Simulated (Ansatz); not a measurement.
Ansatz (a quantum-chemistry and plane-wave program) input for Mo(O)(NH)(NH2)(Me) (CH₆MoN₂O), SMILES [CH3][Mo](=[O])(=[NH])[NH2], multiplicity 1, PBE-D3(BJ)/def2-SVP. 

Ansatz 0.2 input:
```yaml
crystal:
  periodic: [false, false, false]
  atoms:
    - {symbol: Mo, position_ang: [0.11103164, 0.02314740, -0.10752354]}
    - {symbol: O, position_ang: [1.66124330, 0.17135001, 0.41882694]}
    - {symbol: N, position_ang: [-0.29247372, -1.07320979, -1.38982486]}
    - {symbol: H, position_ang: [-0.25637749, -1.75163667, -2.14515911]}
    - {symbol: N, position_ang: [-0.84842634, 1.66303377, -0.23529041]}
    - {symbol: H, position_ang: [-0.54060184, 2.51337913, 0.24637438]}
    - {symbol: H, position_ang: [-1.61976925, 1.92880162, -0.85092081]}
    - {symbol: C, position_ang: [-0.78388966, -0.95839023, 1.58855026]}
    - {symbol: H, position_ang: [-0.33285461, -1.93443455, 1.80487082]}
    - {symbol: H, position_ang: [-1.86198695, -1.13000021, 1.46122080]}
    - {symbol: H, position_ang: [-0.65204648, -0.34752662, 2.49349241]}
basis:
  gaussian:
    orbitals: def2-SVP
hamiltonian:
  xc: pbe
  dispersion: d3bj
relax: {f_tol: 0.002, max_steps: 200}
```

Output:

```
[...]
integrals: 0.06 GiB planned
1296 factors; their error is unknown
mean field: 0.35 GiB planned
mean field evaluation 32: about -8009.2921 eV, gradient 8.7e0 eV
mean field -8009.48777673 eV, -294.3432467689 hartree, gradient 2.0e-5 eV, S^2 0.000000; 0 other end points of the search recorded, 0 dependent functions left out
the calculation of the forces begins
reference -8009.48785213 eV, -294.3432495399 hartree; 24, 24 occupied and 93, 93 virtual orbitals, 1296 factors
relax step   3: F+E_penalty+E_count = -8009.74801282 eV  Δ(F+E_penalty+E_count) = -3.556e-2 eV  max|allowed force component| = 6.155e-1 eV/Å  Δτ_max = 0.1037 Å  (40 SCF iters, accepted)
these checks for a lower state are left out or cut short: starts, cluster_reference, orbital_swaps, neighbouring_geometries, increment
integrals: 0.06 GiB planned
1296 factors; their error is unknown
mean field: 0.35 GiB planned
mean field -8009.50269910 eV, -294.3437951559 hartree, gradient 2.1e-5 eV, S^2 0.000000; 0 other end points of the search recorded, 0 dependent functions left out
the calculation of the forces begins
reference -8009.50277456 eV, -294.3437979292 hartree; 24, 24 occupied and 93, 93 virtual orbitals, 1296 factors
relax step   4: F+E_penalty+E_count = -8009.76307624 eV  Δ(F+E_penalty+E_count) = -1.506e-2 eV  max|allowed force component| = 2.807e-1 eV/Å  Δτ_max = 0.0343 Å  (33 SCF iters, accepted)
these checks for a lower state are left out or cut short: starts, cluster_reference, orbital_swaps, neighbouring_geometries, increment
integrals: 0.06 GiB planned
1296 factors; their error is unknown
mean field: 0.35 GiB planned
mean field -8009.52338735 eV, -294.3445554351 hartree, gradient 2.4e-5 eV, S^2 0.000000; 0 other end points of the search recorded, 0 dependent functions left out
the calculation of the forces begins
reference -8009.52346326 eV, -294.3445582247 hartree; 24, 24 occupied and 93, 93 virtual orbitals, 1296 factors
relax step   5: F+E_penalty+E_count = -8009.78367871 eV  Δ(F+E_penalty+E_count) = -2.060e-2 eV  max|allowed force component| = 7.016e-1 eV/Å  Δτ_max = 0.2000 Å  (40 SCF iters, accepted)
these checks for a lower state are left out or cut short: starts, cluster_reference, orbital_swaps, neighbouring_geometries, increment
integrals: 0.06 GiB planned
1296 factors; their error is unknown
mean field: 0.35 GiB planned
mean field -8009.50420546 eV, -294.3438505138 hartree, gradient 2.3e-5 eV, S^2 0.000000; 0 other end points of the search recorded, 0 dependent functions left out
the calculation of the forces begins
reference -8009.50428084 eV, -294.3438532839 hartree; 24, 24 occupied and 93, 93 virtual orbitals, 1296 factors
relax step   6: F+E_penalty+E_count = -8009.76515457 eV  Δ(F+E_penalty+E_count) = +1.852e-2 eV  max|allowed force component| = 5.304e-1 eV/Å  Δτ_max = 0.1661 Å  (33 SCF iters, rejected (line search))
these checks for a lower state are left out or cut short: starts, cluster_reference, orbital_swaps, neighbouring_geometries, increment
integrals: 0.06 GiB planned
1296 factors; their error is unknown
mean field: 0.35 GiB planned
mean field evaluation 64: about -8009.5360 eV, gradient 2.7e-1 eV
mean field -8009.53623189 eV, -294.3450274631 hartree, gradient 2.3e-5 eV, S^2 0.000000; 0 other end points of the search recorded, 0 dependent functions left out
the calculation of the forces begins
reference -8009.53630763 eV, -294.3450302468 hartree; 24, 24 occupied and 93, 93 virtual orbitals, 1296 factors
relax step   7: F+E_penalty+E_count = -8009.79698457 eV  Δ(F+E_penalty+E_count) = -1.331e-2 eV  max|allowed force component| = 1.511e-1 eV/Å  Δτ_max = 0.0593 Å  (33 SCF iters, accepted)
these checks for a lower state are left out or cut short: starts, cluster_reference, orbital_swaps, neighbouring_geometries, increment
integrals: 0.06 GiB planned
1296 factors; their error is unknown
mean field: 0.35 GiB planned
mean field -8009.53646576 eV, -294.3450360579 hartree, gradient 2.4e-5 eV, S^2 0.000000; 0 other end points of the search recorded, 0 dependent functions left out
the calculation of the forces begins
reference -8009.53654172 eV, -294.3450388492 hartree; 24, 24 occupied and 93, 93 virtual orbitals, 1296 factors
relax step   8: F+E_penalty+E_count = -8009.79769827 eV  Δ(F+E_penalty+E_count) = -7.137e-4 eV  max|allowed force component| = 2.162e-1 eV/Å  Δτ_max = 0.0489 Å  (33 SCF iters, accepted)
these checks for a lower state are left out or cut short: starts, cluster_reference, orbital_swaps, neighbouring_geometries, increment
integrals: 0.06 GiB planned
1296 factors; their error is unknown
mean field: 0.35 GiB planned
mean field -8009.53819219 eV, -294.3450995029 hartree, gradient 2.5e-5 eV, S^2 0.000000; 0 other end points of the search recorded, 0 dependent functions left out
the calculation of the forces begins
reference -8009.53826805 eV, -294.3451022908 hartree; 24, 24 occupied and 93, 93 virtual orbitals, 1296 factors
relax step   9: F+E_penalty+E_count = -8009.79924534 eV  Δ(F+E_penalty+E_count) = -1.547e-3 eV  max|allowed force component| = 3.202e-2 eV/Å  Δτ_max = 0.0279 Å  (33 SCF iters, accepted)
these checks for a lower state are left out or cut short: starts, cluster_reference, orbital_swaps, neighbouring_geometries, increment
integrals: 0.06 GiB planned
1296 factors; their error is unknown
mean field: 0.35 GiB planned
mean field -8009.53838827 eV, -294.3451067088 hartree, gradient 2.5e-5 eV, S^2 0.000000; 0 other end points of the search recorded, 0 dependent functions left out
the calculation of the forces begins
reference -8009.53846415 eV, -294.3451094975 hartree; 24, 24 occupied and 93, 93 virtual orbitals, 1296 factors
relax step  10: F+E_penalty+E_count = -8009.79938388 eV  Δ(F+E_penalty+E_count) = -1.385e-4 eV  max|allowed force component| = 3.502e-2 eV/Å  Δτ_max = 0.0124 Å  (34 SCF iters, accepted)
these checks for a lower state are left out or cut short: starts, cluster_reference, orbital_swaps, neighbouring_geometries, increment
integrals: 0.06 GiB planned
1296 factors; their error is unknown
mean field: 0.35 GiB planned
mean field evaluation 96: about -8009.5384 eV, gradient 2.5e-5 eV
mean field -8009.53844443 eV, -294.3451087728 hartree, gradient 2.5e-5 eV, S^2 0.000000; 0 other end points of the search recorded, 0 dependent functions left out
the calculation of the forces begins
reference -8009.53852031 eV, -294.3451115613 hartree; 24, 24 occupied and 93, 93 virtual orbitals, 1296 factors
relax step  11: F+E_penalty+E_count = -8009.79948762 eV  Δ(F+E_penalty+E_count) = -1.037e-4 eV  max|allowed force component| = 3.967e-3 eV/Å  Δτ_max = 0.0042 Å  (35 SCF iters, accepted)
these checks for a lower state are left out or cut short: starts, cluster_reference, orbital_swaps, neighbouring_geometries, increment
integrals: 0.06 GiB planned
1296 factors; their error is unknown
mean field: 0.35 GiB planned
mean field -8009.53844448 eV, -294.3451087746 hartree, gradient 1.5e-5 eV, S^2 0.000000; 0 other end points of the search recorded, 0 dependent functions left out
the calculation of the forces begins
reference -8009.53852037 eV, -294.3451115632 hartree; 24, 24 occupied and 93, 93 virtual orbitals, 1296 factors
relax step  12: F+E_penalty+E_count = -8009.79949389 eV  Δ(F+E_penalty+E_count) = -6.271e-6 eV  max|allowed force component| = 3.241e-3 eV/Å  Δτ_max = 0.0016 Å  (25 SCF iters, accepted)
these checks for a lower state are left out or cut short: starts, cluster_reference, orbital_swaps, neighbouring_geometries, increment
integrals: 0.06 GiB planned
1296 factors; their error is unknown
mean field: 0.35 GiB planned
mean field -8009.53819798 eV, -294.3450997160 hartree, gradient 2.5e-5 eV, S^2 0.000000; 0 other end points of the search recorded, 0 dependent functions left out
the calculation of the forces begins
reference -8009.53827388 eV, -294.3451025049 hartree; 24, 24 occupied and 93, 93 virtual orbitals, 1296 factors
relax step  13: F+E_penalty+E_count = -8009.79923147 eV  Δ(F+E_penalty+E_count) = +2.624e-4 eV  max|allowed force component| = 7.506e-2 eV/Å  Δτ_max = 0.0051 Å  (35 SCF iters, rejected (line search))
these checks for a lower state are left out or cut short: starts, cluster_reference, orbital_swaps, neighbouring_geometries, increment
integrals: 0.06 GiB planned
1296 factors; their error is unknown
mean field: 0.35 GiB planned
mean field -8009.53843067 eV, -294.3451082669 hartree, gradient 1.4e-5 eV, S^2 0.000000; 0 other end points of the search recorded, 0 dependent functions left out
the calculation of the forces begins
reference -8009.53850656 eV, -294.3451110558 hartree; 24, 24 occupied and 93, 93 virtual orbitals, 1296 factors
relax step  14: F+E_penalty+E_count = -8009.79949459 eV  Δ(F+E_penalty+E_count) = -6.989e-7 eV  max|allowed force component| = 5.077e-3 eV/Å  Δτ_max = 0.0025 Å  (26 SCF iters, accepted)
these checks for a lower state are left out or cut short: starts, cluster_reference, orbital_swaps, neighbouring_geometries, increment
integrals: 0.06 GiB planned
1296 factors; their error is unknown
mean field: 0.35 GiB planned
mean field -8009.53842958 eV, -294.3451082270 hartree, gradient 1.3e-5 eV, S^2 0.000000; 0 other end points of the search recorded, 0 dependent functions left out
the calculation of the forces begins
reference -8009.53850547 eV, -294.3451110158 hartree; 24, 24 occupied and 93, 93 virtual orbitals, 1296 factors
relax step  15: F+E_penalty+E_count = -8009.79949209 eV  Δ(F+E_penalty+E_count) = +2.495e-6 eV  max|allowed force component| = 4.689e-3 eV/Å  Δτ_max = 0.0016 Å  (26 SCF iters, rejected (line search))
these checks for a lower state are left out or cut short: starts, cluster_reference, orbital_swaps, neighbouring_geometries, increment
integrals: 0.06 GiB planned
1296 factors; their error is unknown
mean field: 0.35 GiB planned
mean field -8009.53844571 eV, -294.3451088196 hartree, gradient 1.1e-5 eV, S^2 0.000000; 0 other end points of the search recorded, 0 dependent functions left out
the calculation of the forces begins
reference -8009.53852159 eV, -294.3451116083 hartree; 24, 24 occupied and 93, 93 virtual orbitals, 1296 factors
relax step  16: F+E_penalty+E_count = -8009.79949834 eV  Δ(F+E_penalty+E_count) = -3.754e-6 eV  max|allowed force component| = 1.363e-3 eV/Å  Δτ_max = 0.0008 Å  (24 SCF iters, accepted)
integrals: 0.06 GiB planned
1296 factors; their error is unknown
mean field: 0.35 GiB planned
mean field evaluation 128: about -8009.5932 eV, gradient 2.7e-1 eV
mean field -8009.53844571 eV, -294.3451088196 hartree, gradient 1.1e-5 eV, S^2 0.000000; 1 other end points of the search recorded, 0 dependent functions left out
the calculation of the forces begins
reference -8009.53852159 eV, -294.3451116083 hartree; 24, 24 occupied and 93, 93 virtual orbitals, 1296 factors
Total energy: -8009.79957423 eV, -294.3547051157 hartree
Atom 0 at     0.012957    -0.011967    -0.036339 Å, force    -0.000784     0.000561    -0.000395 eV/Å
Atom 1 at     1.687695     0.105932     0.256028 Å, force     0.001363    -0.000092     0.000170 eV/Å
Atom 2 at    -0.426078    -1.040743    -1.392158 Å, force     0.000235     0.000368     0.000450 eV/Å
Atom 3 at    -0.009844    -1.642287    -2.116928 Å, force    -0.000026    -0.000363    -0.000201 eV/Å
Atom 4 at    -0.887753     1.699956    -0.218150 Å, force     0.000351    -0.000822     0.000021 eV/Å
Atom 5 at    -0.499050     2.571118     0.161861 Å, force     0.000207    -0.000129    -0.000368 eV/Å
Atom 6 at    -1.613163     1.908446    -0.912248 Å, force    -0.000957     0.000609     0.000302 eV/Å
Atom 7 at    -0.813391    -0.990566     1.658923 Å, force    -0.000169     0.000056     0.000016 eV/Å
Atom 8 at    -0.347899    -1.989501     1.784501 Å, force     0.000035    -0.000150     0.000133 eV/Å
Atom 9 at    -1.906897    -1.120844     1.531656 Å, force    -0.000074     0.000025    -0.000265 eV/Å
Atom 10 at    -0.612727    -0.385030     2.567470 Å, force    -0.000183    -0.000063     0.000137 eV/Å
Dipole moment:    -0.383869     0.306469    -0.147496 e Å
```

The calculation finished and met its thresholds.

Cost: around 2.2 core-minutes (rough).
